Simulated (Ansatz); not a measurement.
**Question.** Predict a relaxed structure of Zn(SiH3)2 (ZnSi2H6), charge 0, singlet, at PBE-D4/def2-SVP (Ansatz).

**Answer.** 
```xyz
9

Zn   -0.0108    0.0001   -0.0104
Si   -0.2946    2.3489    0.3302
H     0.6538    3.1667   -0.5147
H    -0.0440    2.7458    1.7661
H    -1.6897    2.8176   -0.0098
Si    0.2905   -2.3488   -0.3341
H    -0.0676   -2.7898   -1.7338
H    -0.5596   -3.1686    0.6079
H     1.7220   -2.7719   -0.1014
```
Point group D3 (tolerance 0.1 Å). The metal has 2 neighbours: Si 2.39 Å, Si 2.39 Å. This is one stationary point.
